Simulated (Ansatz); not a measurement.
Compare A (`C[SiH](N)[SiH2]N`) with its isomer B (`N[SiH2]C[SiH2]N`).

Program: Ansatz. Geometries: PBE0-D4/def2-TZVP. ΔE: electronic, gas phase. CCSD(T)/CBS adds triple-zeta CCSD(T) − MP2 to the extrapolated MP2 energy (def2 sets, frozen cores). DFT in def2-TZVPP. B3LYP here is the variant with VWN-RPA as its local correlation; programs differ in this. Each species was taken in one conformer, which may not be the lowest.

Problem. Which isomer does CCSD(T)/CBS put lower? Give the gap. (An estimate is asked.)

Solution. The calculation gave: B, by 6.0 kcal/mol.

Problem. Give E(B) − E(A) in kcal/mol with B2PLYP, B3LYP, CCSD(T)/def2-TZVPP, HF/def2-TZVPP, r2SCAN-D4, ωB97M-V, B3LYP-D4. (Best estimate.)

Solution. Ansatz gave: B2PLYP -5.5, B3LYP -4.1, CCSD(T)/def2-TZVPP -6.2, HF/def2-TZVPP -6.6, r2SCAN-D4 -5.1, ωB97M-V -7.1, B3LYP-D4 -5.0. None reverses the order clearly.

Largest T1 diagnostic: 0.011.

From PBE to PBE0 (25 % exact exchange), in def2-TZVPP and without D4, E(B) − E(A) moves by −1.3 kcal/mol. The D4 term adds −0.9 kcal/mol with B3LYP and −0.5 kcal/mol with PBE0; it sums over pairs of atoms, weighted by their polarisabilities, and B3LYP, whose exchange is more repulsive, gets the larger term.
